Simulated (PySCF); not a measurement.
Give a PBE0-D3(BJ)/def2-SVP geometry of InChI=1S/C4H10BBr/c1-5(2)3-4-6/h3-4H2,1-2H3.

Z-matrix in Å and degrees, rows numbered from 1:
```
C 
B   1  1.5733
C   2  1.5710  1  120.27
C   2  1.5827  1  121.17  3   180.00
C   4  1.5074  2  117.37  1     0.22
Br  5  1.9558  4  112.91  2   179.36
H   1  1.0996  2  114.86  3    -0.28
H   1  1.1047  2  110.24  3  -122.95
H   1  1.1050  2  109.93  3   122.02
H   3  1.1050  2  109.19  1    58.03
H   3  1.0998  2  115.70  1  -179.24
H   3  1.1048  2  109.49  1   -56.11
H   4  1.1067  2  106.95  1  -124.53
H   4  1.1065  2  106.99  1   125.02
H   5  1.0976  4  112.48  2    60.62
H   5  1.0977  4  112.47  2   -61.90
```

Of the pairs four or more bonds apart, C5···H8 is among the closest relative to their van der Waals radii: 3.00 Å, 104 % of the sum of Bondi's values. B2 (three-coordinate boron) is planar (angles 121.2°, 120.3° and 118.6°, sum 360.0°, 0.00 Å off the plane of its three neighbours). The 6 heavy atoms lie in one plane (0.005 Å rms).

Level of theory: PySCF 2.14.0, PBE0-D3(BJ)/def2-SVP geometry optimisation, gas phase.

Point group: Cs (every atom within 0.08 Å of its image). Whether it is a minimum is left open (no frequencies). One conformer, not necessarily the lowest (C1–B2–C4–C5 0°, B2–C4–C5–Br6 179°).
